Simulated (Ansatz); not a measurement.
## Ligand exchange: C4H9NO + C2H6MgO → C4H8O2 + C2H7MgN

Species: C4H9NO (butyramide) `CCCC(N)=O`, singlet; C2H6MgO `C[CH2][Mg][OH]`, singlet; C4H8O2 (butyric acid) `CCCC(=O)O`, singlet; C2H7MgN `C[CH2][Mg][NH2]`, singlet. The partners trade NH2 for OH: C–NH2 and Mg–OH bonds give way to C–OH and Mg–NH2.

Shapes, held fixed at every level: PBE0-D4/def2-TZVP. Flexible molecules stand in one conformer, not always the lowest. Programs: Ansatz 0.2.0. Electronic energies: no zero-point or thermal term.

```tsv
level	kind	ΔE (kJ/mol)	less CCSD(T)/def2-TZVPP
HF/def2-TZVPP	Hartree–Fock	+68.8	+7.8
r2SCAN-D4/def2-TZVPP	meta-GGA	+67.6	+6.6
PBE0-D4/def2-TZVPP	global hybrid	+66.7	+5.7
wB97M-V/def2-TZVPP	range-separated hybrid	+64.8	+3.8
B2PLYP/def2-TZVPP	double hybrid	+68.3	+7.3
MP2/def2-TZVPP	perturbation theory	+66.1	+5.1
CCSD(T)/def2-TZVPP	coupled cluster or CI	+61.0	0.0
```

The highest level, CCSD(T)/def2-TZVPP, gives ΔE = +61.0 kJ/mol; the levels span +61.0 to +68.8. The column of differences is taken from that level and isn't an error. No measured value is set beside it here. Outer-core shells of Mg are correlated, in sets that cover them unevenly. CCSD(T)/def2-TZVPP lies outside the range of all other levels here, so it shouldn't be taken on trust.
